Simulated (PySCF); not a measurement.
FGeH₅OSi, SMILES F[SiH2][O][GeH3].

Geometry optimised at PBE0-D3(BJ)/def2-SVP. This is a generated structure with no PubChem entry under its InChIKey; it may be hypothetical. Other conformers were not sampled.

Calculation: PBE/def2-TZVP in PySCF.

The molecule is in vacuum.

| Item | Value |
|---|---|
| total energy | -2544.12590 hartree |
| highest occupied level | -7.32 eV |
| lowest empty level | -1.02 eV |
| orbital gap | 6.29 eV |
| dipole moment | 1.65 D |
| quadrupole, principal values (traceless, Buckingham form, about the centre of nuclear charge) | -4.84, -0.13, 4.97 D·Å |
| mean static polarisability | 58.6 bohr³ (8.68 Å³) |
| polarisability, principal values | 53.0, 55.0, 67.7 bohr³ |
